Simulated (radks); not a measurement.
Charge is removed step by step from the 4s1/2 level of Ge2+, starting from [Ar] 3d10 4s2. Method: Dirac Kohn-Sham, PBE, spin-unpolarised, spherical densities, finite nucleus; Fermi nuclear charge, rms radius 4.0742 fm; computed with a radial shooting solver on a logarithmic mesh with Libxc functionals.

removed (e)  E - E(0) (eV)  eigenvalue (eV)  E minus straight line (eV)
0                    0.000          -29.246                       0.000
0.25                 7.653          -31.983                      -1.045
0.5                 15.995          -34.763                      -1.401
0.75                25.038          -37.585                      -1.056
1                   34.791          -40.450                       0.000

Removing the whole electron costs 34.791 eV by Delta-SCF, against 29.246 eV from minus the eigenvalue at the starting occupation. Slater's transition state (half an electron removed) gives 34.763 eV. Integrating minus the eigenvalue over the occupation (Janak's theorem) gives 34.791 eV. The mean slope of the eigenvalue, de/dn, is 11.2 eV per electron. Ionisation energy of Ge2+ in the NIST Atomic Spectra Database: 34.058 eV (measured).

Beside tabulated values, note that spin-unpolarised runs miss the spin-polarisation part of the exchange energy of open shells.
